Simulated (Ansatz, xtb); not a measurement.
Relative energy of two isomers of C5H2ClFOS

Structure I: `O=C(Cl)c1cc(F)cs1`, a singlet. Structure II: `O=C(Cl)c1sccc1F`, a singlet. Both are isolated molecules in the gas phase, relaxed with PBE-D3(BJ)/def2-SVP, each in the lowest conformer that the search found.

Quicker runs give these differences E(II) − E(I): GFN2-xTB +0.035 eV; HF/STO-3G −0.046 eV (at GFN2-xTB geometries); r2SCAN-D4/def2-SVP +0.021 eV (at GFN2-xTB geometries).

Q: Estimate E(II) − E(I) at the level CCSD(T)/def2-SVP + ΔMP2/def2-TZVPP.

A: Calculated at CCSD(T)/def2-SVP + ΔMP2/def2-TZVPP: E(II) − E(I) = +0.066 eV, so structure I lies lower.

How the difference moves with the method:

```
                             level             geometry  E(II) − E(I) (eV)  departure from the last row (eV)  job, with rough time for the two
                          GFN2-xTB             GFN2-xTB              +0.035                            −0.032              optimisation, 0.19 s
                         HF/STO-3G             GFN2-xTB              −0.046                            −0.113              single point, 0.52 s
                r2SCAN-D4/def2-SVP             GFN2-xTB              +0.021                            −0.046               single point, 4.7 s
               PBE-D3(BJ)/def2-SVP  PBE-D3(BJ)/def2-SVP              +0.007                            −0.059                optimisation, 24 s
                       HF/def2-SVP  PBE-D3(BJ)/def2-SVP              +0.055                            −0.012           part of the CCSD(T) run
                      MP2/def2-SVP  PBE-D3(BJ)/def2-SVP              +0.064                            −0.002           part of the CCSD(T) run
                  CCSD(T)/def2-SVP  PBE-D3(BJ)/def2-SVP              +0.052                            −0.014                      single point
CCSD(T)/def2-SVP + ΔMP2/def2-TZVPP  PBE-D3(BJ)/def2-SVP              +0.066                                               single point, 1.8 min
```

As drawn, both hold the same kinds of bond in the same numbers.

HF/STO-3G puts the two in the other order. r2SCAN-D4/def2-SVP, PBE-D3(BJ)/def2-SVP find them nearly level. The largest departure from CCSD(T)/def2-SVP + ΔMP2/def2-TZVPP is that of HF/STO-3G, 0.113 eV. The last row adds to CCSD(T) the change of the MP2 difference between the two basis sets, here +0.014 eV.

With thermal terms from frequencies at re-optimised GFN2-xTB minima (ideal gas, soft modes damped towards free rotors, one conformer each, 298.15 K, 1 atm): on the last row, ΔE + ΔZPE = +0.072, ΔH = +0.072, ΔG = +0.074 eV.

The correlated steps freeze 17 core orbitals. Run with Ansatz 0.2.0, xtb 6.7.1; the last row on 4 threads of Arm Neoverse V1 on a shared host.
